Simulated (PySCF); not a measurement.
Species: C3H3F2NSi.
Numbering: `[CH2:1]=[C:2]([C:3]#[N:4])[SiH:5]([F:6])[F:7]` (hydrogens: H8, H9 on C1; H10 on Si5)

The same species was optimised twice, with GFN2-xTB and with PBE0-D3(BJ)/def2-SVP (PySCF), and the same property calculations (PySCF, gas phase) were run on both structures.

| coordinate | GFN2-xTB | PBE0-D3(BJ)/def2-SVP | change |
| --- | --- | --- | --- |
| C2–Si5 (Å) | 1.888 | 1.867 | -0.021 |
| Si5–F6 (Å) | 1.597 | 1.613 | +0.016 |
| C2–C3 (Å) | 1.413 | 1.428 | +0.015 |
| C3≡N4 (Å) | 1.146 | 1.160 | +0.014 |
| Si5–F7 (Å) | 1.596 | 1.609 | +0.013 |
| C1=C2 (Å) | 1.336 | 1.346 | +0.010 |
| F6–Si5–F7 (°) | 102.7 | 107.6 | +4.9 |
| C1–C2–Si5 (°) | 123.7 | 120.0 | -3.7 |
| C1–C2–C3 (°) | 119.6 | 121.7 | +2.1 |
| C3–C2–Si5 (°) | 116.7 | 118.3 | +1.6 |
| C2–C3–N4 (°) | 178.5 | 176.9 | -1.6 |
| C2–Si5–F6 (°) | 106.9 | 105.7 | -1.2 |
| C2–Si5–F7 (°) | 109.3 | 109.7 | +0.4 |
| C1–C2–Si5–F6 (°) | -2 | -3 | -1 |

Rotational constants: A = 3636, B = 1533, C = 1192 MHz (GFN2-xTB) against A = 3529, B = 1549, C = 1184 MHz (PBE0-D3(BJ)/def2-SVP). Point groups within 0.08 Å: C1 and C1.

On the GFN2-xTB structure: HOMO (eV) -8.89 [PBE0/pcSseg-1]; LUMO (eV) -2.34 [PBE0/pcSseg-1]; dipole (D) 3.11 [PBE0/pcSseg-1]; GIAO shielding of C1 (ppm) 25.1 [PBE0/pcSseg-1]; GIAO shielding of C2 (ppm) 65.3 [PBE0/pcSseg-1]; GIAO shielding of C3 (ppm) 65.9 [PBE0/pcSseg-1]; GIAO shielding of N4 (ppm) -59.1 [PBE0/pcSseg-1]; GIAO shielding of Si5 (ppm) 377.7 [PBE0/pcSseg-1]; GIAO shielding of F6/F7 (mean) (ppm) 330.0 [PBE0/pcSseg-1].

Question: What do these properties become on the PBE0-D3(BJ)/def2-SVP structure?

Answer: 
```
                                    property          level  on GFN2-xTB  on PBE0-D3(BJ)/def2-SVP  change
                                   HOMO (eV)  PBE0/pcSseg-1        -8.89                    -8.89    0.00
                                   LUMO (eV)  PBE0/pcSseg-1        -2.34                    -2.39   -0.05
                                  dipole (D)  PBE0/pcSseg-1         3.11                     3.21   +0.10
energy, GFN2-xTB geometry as zero (kcal/mol)  PBE0/pcSseg-1          0.0                     -1.7    -1.7
                  GIAO shielding of C1 (ppm)  PBE0/pcSseg-1         25.1                     22.0    -3.1
                  GIAO shielding of C2 (ppm)  PBE0/pcSseg-1         65.3                     62.1    -3.2
                  GIAO shielding of C3 (ppm)  PBE0/pcSseg-1         65.9                     64.0    -1.9
                  GIAO shielding of N4 (ppm)  PBE0/pcSseg-1        -59.1                    -68.5    -9.4
                 GIAO shielding of Si5 (ppm)  PBE0/pcSseg-1        377.7                    378.8    +1.1
        GIAO shielding of F6/F7 (mean) (ppm)  PBE0/pcSseg-1        330.0                    329.6    -0.4
```

The heavy atoms differ by 0.050 Å rms after alignment. Among bonds between heavy atoms C2–Si5 changes most (-0.021 Å). Changes are differences of the printed values. Neither structure is proved a minimum here.

The values belong to the conformer `[CH2:1]=[C:2]([C:3]#[N:4])[SiH:5]([F:6])[F:7]`: C1–C2–Si5–F6 -3°.
